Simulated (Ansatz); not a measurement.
Ansatz (a program for electronic structure) input:

Ansatz 0.2 input:
```yaml
crystal:
  periodic: [false, false, false]
  atoms:
    - {symbol: C, position_ang: [2.55019524, -0.17713440, -0.02550029]}
    - {symbol: C, position_ang: [1.13854011, -0.64267488, -0.20346383]}
    - {symbol: C, position_ang: [0.02169370, 0.08751292, -0.23382089]}
    - {symbol: C, position_ang: [-0.01830150, 1.58444994, -0.09763968]}
    - {symbol: C, position_ang: [-1.32054479, -0.58008564, -0.40971188]}
    - {symbol: C, position_ang: [-2.24630246, -0.43967619, 0.80422641]}
    - {symbol: H, position_ang: [2.99502359, -0.62478543, 0.86860053]}
    - {symbol: H, position_ang: [3.17155275, -0.48860569, -0.87059676]}
    - {symbol: H, position_ang: [2.63548184, 0.90382861, 0.07071613]}
    - {symbol: H, position_ang: [1.02748482, -1.71829226, -0.31878792]}
    - {symbol: H, position_ang: [-0.60572647, 2.02427917, -0.90927340]}
    - {symbol: H, position_ang: [0.96965149, 2.03852763, -0.11485842]}
    - {symbol: H, position_ang: [-0.50320171, 1.88304900, 0.83580681]}
    - {symbol: H, position_ang: [-1.82215177, -0.15110559, -1.28533748]}
    - {symbol: H, position_ang: [-1.16809339, -1.63987358, -0.62464721]}
    - {symbol: H, position_ang: [-2.48756066, 0.60418819, 1.01043230]}
    - {symbol: H, position_ang: [-1.77724524, -0.85805533, 1.69709819]}
    - {symbol: H, position_ang: [-3.18689703, -0.96750533, 0.63630811]}
basis:
  gaussian:
    orbitals: cc-pVTZ-DK
magnetization: {spin_polarized: false}
correlation: {method: ccsd_t, electrons: outside_noble_gas}
```

Problem. Predict the final energy.

Solution. -235.49483 Eh (X2C-CCSD(T)/cc-pVTZ-DK). The basis has 348 functions.
